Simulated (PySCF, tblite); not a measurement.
Isomers of C6H6ClFO. Computed with GFN2-xTB (tblite): harmonic, unscaled wavenumbers at the GFN2-xTB geometry, gas phase. The method is semi-empirical: single wavenumbers can be off by several per cent or more. One conformer each.

Electronic energies: PBE0/pcSseg-1 single points on the GFN2-xTB geometries (PySCF, gas phase).

```csv
SMILES,"electronic energy, lowest = 0 (kJ/mol)"
C=C/C(F)=C(/C)C(=O)Cl,1.1
COC1=C(Cl)C(F)=CC1,72.6
C=C[C@@]1(F)C[C@@H]1C(=O)Cl,47.4
C=C/C(C)=C(\Cl)C(=O)F,0.0
C/C=C(C=O)/C(Cl)=C/F,75.4
```

**Question.** How do GFN2-xTB zero-point energies change the relative energies?

**Answer.** 
| SMILES | ZPE (kJ/mol) | of it from modes above 1550 cm⁻¹ | electronic (kJ/mol) | with ZPE, lowest = 0 (kJ/mol) | lowest mode (cm⁻¹) | rings |
| --- | --- | --- | --- | --- | --- | --- |
| C=C/C(C)=C(\Cl)C(=O)F | 270.6 | 140.4 | 0.0 | 0.0 | 25 | 0 |
| C=C/C(F)=C(/C)C(=O)Cl | 271.4 | 140.4 | 1.1 | 1.9 | 20 | 0 |
| C=C[C@@]1(F)C[C@@H]1C(=O)Cl | 272.8 | 132.6 | 47.4 | 49.6 | 40 | 1 |
| COC1=C(Cl)C(F)=CC1 | 275.6 | 128.1 | 72.6 | 77.7 | 70 | 1 |
| C/C=C(C=O)/C(Cl)=C/F | 268.4 | 138.0 | 75.4 | 73.3 | 16 | 0 |

The zero-point energies span 7.2 kJ/mol, from `C/C=C(C=O)/C(Cl)=C/F` to `COC1=C(Cl)C(F)=CC1`. The lowest isomer stays, but the order above it changes.

**Question.** And how do the electronic energies of GFN2-xTB itself compare?

**Answer.** `C=C/C(C)=C(\Cl)C(=O)F` 38.3; `C=C/C(F)=C(/C)C(=O)Cl` 35.7; `C=C[C@@]1(F)C[C@@H]1C(=O)Cl` 57.5; `COC1=C(Cl)C(F)=CC1` 0.0; `C/C=C(C=O)/C(Cl)=C/F` 99.7 kJ/mol, lowest = 0. Against the energies above, taken from the same isomer `C=C/C(C)=C(\Cl)C(=O)F`, the largest difference is 110.9 kJ/mol.

**Question.** What do entropy and thermal enthalpy add at 298.15 K and 1 bar (rigid rotor, harmonic oscillator, one conformer each)?

**Answer.** 
```json
{"SMILES": "C=C/C(C)=C(\\Cl)C(=O)F", "point group": "C1", "symmetry number": "1", "S (J/(mol K))": "425.4", "H − H(0) (kJ/mol)": "28.91", "ZPE + H − H(0) − TS (kJ/mol)": "172.7"}
{"SMILES": "C=C[C@@]1(F)C[C@@H]1C(=O)Cl", "point group": "C1", "symmetry number": "1", "S (J/(mol K))": "404.4", "H − H(0) (kJ/mol)": "26.80", "ZPE + H − H(0) − TS (kJ/mol)": "179.1"}
{"SMILES": "COC1=C(Cl)C(F)=CC1", "point group": "Cs", "symmetry number": "1", "S (J/(mol K))": "388.8", "H − H(0) (kJ/mol)": "25.92", "ZPE + H − H(0) − TS (kJ/mol)": "185.6"}
```

Not tabulated: `C=C/C(F)=C(/C)C(=O)Cl` (lowest mode only 20 cm⁻¹); `C/C=C(C=O)/C(Cl)=C/F` (lowest mode only 16 cm⁻¹).
